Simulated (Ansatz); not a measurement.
ClGeH7Si2 can be A, `[SiH3][GeH2][SiH2]Cl`, or B, `[SiH3][GeH]([SiH3])[Cl]`.

Computed with Ansatz on PBE0-D4/def2-TZVP structures; ΔE is electronic, products minus reactants. CBS: MP2 limit from def2 TZ/QZ plus the TZ coupled-cluster correction, frozen cores. Functionals use def2-TZVPP. For Ge outer-core shells are correlated without core-valence functions, which leaves a few kJ/mol of doubt a bond. Scalar relativity is left out up to krypton. One conformer a species, not always the lowest.

A:

```xyz
11

Si   -0.1308    1.9535    0.2594
Ge    0.7616   -0.2131    0.6695
Si   -0.2800   -1.7948   -0.7667
Cl   -2.3261   -1.5609   -0.6155
H    -1.5728    1.9735    0.6126
H     0.5872    2.9712    1.0707
H     0.0249    2.2850   -1.1812
H     0.5222   -0.6271    2.1324
H     2.2807   -0.2322    0.4117
H     0.0939   -1.5558   -2.1831
H     0.0391   -3.1994   -0.4099
```

B:

```xyz
11

Si    0.266    2.029   -0.207
Ge    0.097   -0.266   -0.827
Si   -0.553   -1.758    0.913
Cl    2.116   -0.869   -1.392
H     0.793    2.821   -1.346
H    -1.081    2.535    0.174
H     1.181    2.142    0.957
H    -0.755   -0.457   -2.098
H     0.374   -1.586    2.060
H    -0.499   -3.158    0.422
H    -1.939   -1.433    1.345
```

Question: Which isomer does CCSD(T)/CBS put lower? Give the gap. (Estimate.)

Answer: Ansatz gave: A, by 5.4 kcal/mol.

Question: Give E(B) − E(A) in kcal/mol with CCSD(T)/def2-SVP, ωB97M-V, PBE0-D4, PBE-D4, B2PLYP, CCSD(T)/def2-TZVPP, LDA (SPW92). (Estimate.)

Answer: Computed: CCSD(T)/def2-SVP 4.4, ωB97M-V 5.0, PBE0-D4 4.8, PBE-D4 4.5, B2PLYP 4.3, CCSD(T)/def2-TZVPP 4.6, LDA (SPW92) 5.9. None reverses the order clearly.

Question: Does the order hold for the free energy at 298.15 K (harmonic terms from PBE0-D4)? (Best estimate.)

Answer: The calculation gave: Yes: G(B) − G(A) = +5.4 kcal/mol, for one conformer each. Modes under 60 cm⁻¹, often nearly free rotors, make the harmonic entropy too high.

Largest T1 diagnostic: 0.012.

Leaving LDA and LC-ωPBE aside and taking each functional with its dispersion term where it has one, the values, not all of them listed here, spread over 1.7 kcal/mol, from BLYP-D4 to r2SCAN0-D4. LDA lies +1.4 kcal/mol from PBE without D4. In def2-TZVPP, CCSD(T) changes the Hartree–Fock value by +1.5 kcal/mol (the triples alone add +0.0 kcal/mol) and MP2 by +2.0 kcal/mol.
